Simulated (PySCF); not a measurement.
Isomers of C5H4F3PS, one GFN2-xTB conformer each. Single-point energies are computed at PBE0/pcSseg-1 (PySCF, gas phase, no added dispersion term), electronic only.

**Question.** Rank them by PBE0/pcSseg-1 energy, lowest first (kJ/mol).
A. `Cc1pcc(C(F)(F)F)s1`
B. `FC(F)(F)C1=C[P@@H](=S)C=C1`

**Answer.** A (0.0), B (42.6).

As drawn, the lower has an aromatic ring, which the higher lacks; the higher has a C=C bond outside aromatic rings, which the lower lacks. GFN2-xTB itself gives, in the same order: 0.3, 0.0. GFN2-xTB puts FC(F)(F)C1=C[P@@H](=S)C=C1 lowest instead.

**Question.** Which frontier levels, dipoles and rotational constants go with these structures?

**Answer.** 
```
                    SMILES  HOMO (eV, PBE0/pcSseg-1)  LUMO (eV)  dipole (D)       A, B, C (MHz)
        Cc1pcc(C(F)(F)F)s1                     -7.26      -1.86        2.63  2043, 648.9, 540.3
FC(F)(F)C1=C[P@@H](=S)C=C1                     -7.09      -2.89        3.06  2348, 506.9, 473.3
```
